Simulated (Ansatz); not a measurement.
Gas-phase electronic energies from Ansatz, PBE0-D4/def2-TZVP geometries. CCSD(T)/CBS adds triple-zeta CCSD(T) − MP2 to the extrapolated MP2 energy (def2 sets, frozen cores). DFT in def2-TZVPP. Elements past krypton have def2 core potentials. For I, Zn, Zr outer-core shells are correlated without core-valence functions, which leaves a few kJ/mol of doubt a bond. Scalar relativity is left out up to krypton. One conformer a species, not always the lowest.

Consider the redistribution: `[NH2][Zr]([NH2])([F])[Cl]` + `O[CH2][Zn][I]` → `[NH2][Zr]([F])([Cl])[I]` + `[NH2][Zn][CH2]O`.

CCSD(T)/CBS gives +51.9 kJ/mol.

Question: Another level gave +48.5 kJ/mol. Which?
A. revPBE-D4/def2-TZVPP
B. RPA@PBE/def2-TZVPP
C. LDA (SPW92)/def2-TZVPP
D. HF/def2-TZVPP

Answer: C. LDA (SPW92) 48.5, revPBE-D4 55.8, RPA@PBE/def2-TZVPP 36.0, HF/def2-TZVPP 75.2 kJ/mol.

Largest T1 diagnostic among the species: 0.016.

From r2SCAN to r2SCAN0 (25 % exact exchange), in def2-TZVPP and without D4, ΔE moves by +3.6 kJ/mol. At CCSD(T), def2-SVP lies +17.6 kJ/mol from the extrapolated value and def2-TZVPP −8.2 kJ/mol.

CCSD(T)/CBS has its own doubt, a few kJ/mol and more with outer-core shells, so smaller differences from it don't rank the levels.
